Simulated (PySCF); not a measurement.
# How methods differ on the interval between two levels of Al⁺

Al⁺ [Ne] 3s2 → Al⁺ [Ne] 3s1 4s1 [3S1, M_J = 1], as a difference of total energies. Calculation: PySCF 2.14, in x2c-TZVPall-2c with one added diffuse shell each of s, p type (6s7p2d1f, 44 functions); the two-component X2C-1e Hamiltonian. Correlated levels: [Ne] frozen; the 6 highest virtual spinors dropped. "Screened" scales the spin-orbit matrix elements by Boettger's factors to mimic the two-electron term; Breit and QED terms are absent.

| method | interval between two levels (cm⁻¹) | error (cm⁻¹) |
| --- | --- | --- |
| GHF (screened spin-orbit) | 83029 | -8246 |
| GMP2 (screened spin-orbit) | 88307 | -2968 |

Reference: 91274 cm⁻¹ (measured; NIST Handbook of Basic Atomic Spectroscopic Data (Sansonetti and Martin, J. Phys. Chem. Ref. Data 34, 1559 (2005))).

Errors of the correlated levels include the incompleteness of this basis and the frozen core.
